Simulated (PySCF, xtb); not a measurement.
H₃N₂, SMILES [NH]N, multiplicity 2.

Harmonic wavenumbers (cm⁻¹) from GFN2-xTB (xtb) at its own minimum, in rising order: 549, 647, 1038, 1339, 1371, 1469, 3266, 3316, 3426.

What does PBE-D3(BJ)/def2-TZVP (PySCF) give at its own minimum? (Estimate from the structure and the level; the computed values follow.)

563, 684, 1105, 1209, 1443, 1608, 3310, 3362, 3518. Paired by order, the mean absolute difference is 71 cm⁻¹ and the zero-point energies are 23.5 and 24.0 kcal/mol.
